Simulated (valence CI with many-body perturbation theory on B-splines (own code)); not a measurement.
**Forbidden lines of Cd42+**

Calculated by configuration interaction combined with many-body perturbation theory (CI+MBPT): four valence electrons over a frozen Dirac-Fock core [He], radial functions for each j: 11 s, 11 p, 10 d, 8 f, 5 g, 2 h, with the one-electron correlation potential Σ1, the two-electron term Σ2, the three-electron term Σ3, Breit, model QED; selected CI, second order for the rest, scaled by the run's own slope (own B-spline code, finite nucleus).

No measured spectrum was set against this ion. As an estimate, large intervals hold to a few tenths of a per cent, small ones and those within an open d or f shell to about a per cent. Among the levels kept, up to 760 cm⁻¹ of a level comes from second order outside the variational space, and about a tenth of that is noise between levels of different J, which matters for small intervals.

Lines 51 to 65 of 65 in falling wavelength, among levels below 4762.0 eV, chosen from the decays that carry over 1 % of a level's rate. Wavelengths and rates use the calculated energies. Electric multipoles are in the length gauge with retardation, E1 and E2 with the static RPA response of the core. Weak lines are less certain than strong ones. Lines between different terms over intervals too small for the method are left out, as are lines whose strength nearly cancels. The highest levels of a list are the least certain.

Levels are named by their leading jj configuration (3d3/2^4 stands for four electrons in 3d with j = 3/2), which in mixed levels can hold well under half, so a name can repeat and another be missing. Letters in brackets count levels of one name in rising energy.

| λ vac (nm) | Upper | Lower | Type | A (s⁻¹) | Branch % |
| --- | --- | --- | --- | --- | --- |
| 0.2984 | (2p1/2^2 2p3/2 3d3/2) J=2 | (2s 2p1/2^2 2p3/2) J=1 | E2 | 2.22e+11 | 1.7 |
| 0.2981 | (2p1/2^2 2p3/2 3d3/2) J=3 | (2s 2p1/2^2 2p3/2) J=1 | E2 | 1.51e+11 | 4.5 |
| 0.2954 | (2s 2p3/2^2 3s) J=3 | (2s^2 2p1/2 2p3/2) J=2 | E2 | 1.50e+11 | 1.9 |
| 0.2953 | (2p1/2 2p3/2^2 3d5/2) J=4 | (2s 2p1/2 2p3/2^2) J=3 | E2 | 1.21e+10 | 1.2 |
| 0.2946 | (2p1/2^2 2p3/2 3d3/2) J=2 | (2s 2p1/2^2 2p3/2) J=2 | E2 | 2.87e+11 | 2.2 |
| 0.2943 | (2p1/2^2 2p3/2 3d3/2) J=3 | (2s 2p1/2^2 2p3/2) J=2 | E2 | 3.60e+11 | 10.6 |
| 0.2943 | (2s 2p3/2^2 3d5/2) J=2 [b] | (2s^2 2p3/2^2) J=0 | E2 | 6.43e+11 | 1.9 |
| 0.2942 | (2p1/2 2p3/2^2 3d3/2) J=1 | (2s 2p1/2 2p3/2^2) J=2 [a] | E2 | 3.90e+11 | 1.3 |
| 0.2941 | (2p1/2 2p3/2^2 3d3/2) J=2 | (2s 2p1/2 2p3/2^2) J=2 [a] | E2 | 4.01e+11 | 1.4 |
| 0.2940 | (2p1/2 2p3/2^2 3d3/2) J=0 | (2s 2p1/2 2p3/2^2) J=2 [a] | E2 | 3.99e+11 | 1.1 |
| 0.2940 | (2p1/2^2 2p3/2 3d3/2) J=0 | (2s 2p1/2^2 2p3/2) J=2 | E2 | 5.09e+11 | 16.5 |
| 0.2933 | (2p1/2^2 2p3/2 3d5/2) J=4 | (2s 2p1/2^2 2p3/2) J=2 | E2 | 5.16e+11 | 67.7 |
| 0.2932 | (2p1/2 2p3/2^2 3d5/2) J=4 | (2s 2p1/2 2p3/2^2) J=2 [a] | E2 | 5.10e+11 | 52.8 |
| 0.2927 | (2s 2p3/2^2 3d5/2) J=4 [b] | (2s^2 2p3/2^2) J=2 | E2 | 5.24e+11 | 12.9 |
| 0.2925 | (2s 2p3/2^2 3d5/2) J=3 [b] | (2s^2 2p3/2^2) J=2 | E2 | 1.74e+11 | 1.2 |
